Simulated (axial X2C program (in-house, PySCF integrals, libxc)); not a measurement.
## Potential curves of SrCl, scalar-relativistic

Computed with an in-house all-electron X2C program for linear molecules (integrals from PySCF). Spin-free means the one-electron spin-free X2C Hamiltonian. Basis: Sr dyall-v3z [13s12p8d3f], Cl dyall-v3z [8s7p2d1f] (cores contracted in-house); Gaussian nuclei, density fitting, unrestricted open shells. Masses: Sr 87.906 u, Cl 34.969 u.

State: M_S = 1/2, Λ = 0 (beyond evenly filled blocks: σα). Energies in eV from the fragments at the same level (Sr + Cl). Fits are polynomials in 1 − R0/R over 0.85 to 1.23 times the lowest point R0.

```tsv
R (Å)	PW91	HF
2.2394	-3.7301	-2.6472
2.3423	-4.1344	-3.1930
2.4196	-4.3046	-3.4481
2.4968	-4.3900	-3.6031
2.5740	-4.4110	-3.6810
2.6641	-4.3757	-3.6986
2.7542	-4.2942	-3.6581
2.8700	-4.1444	-3.5472
3.0116	-3.9212	-3.3553
3.2175	-3.5654	-3.0227
```

The state is one determinant whose occupation by symmetry is held fixed; it was picked as the lowest of a PBE0 search that is not exhaustive. Dissociation energies refer to the lowest single-determinant-based atoms at the same level and basis.

(1) Fit the PW91 curve near its minimum: give the equilibrium distance, the harmonic wavenumber and the well depth.

(2) What are Re, ωe and De at the HF level?

## Answers

(1) At PW91, spin-free: Re = 2.566 Å, ωe ≈ 300 cm⁻¹, De = 4.41 eV to Sr + Cl; Be follows as 0.102 cm⁻¹.

(2) At HF, spin-free: Re = 2.642 Å, ωe ≈ 289 cm⁻¹, De = 3.70 eV to Sr + Cl; Be follows as 0.0965 cm⁻¹.
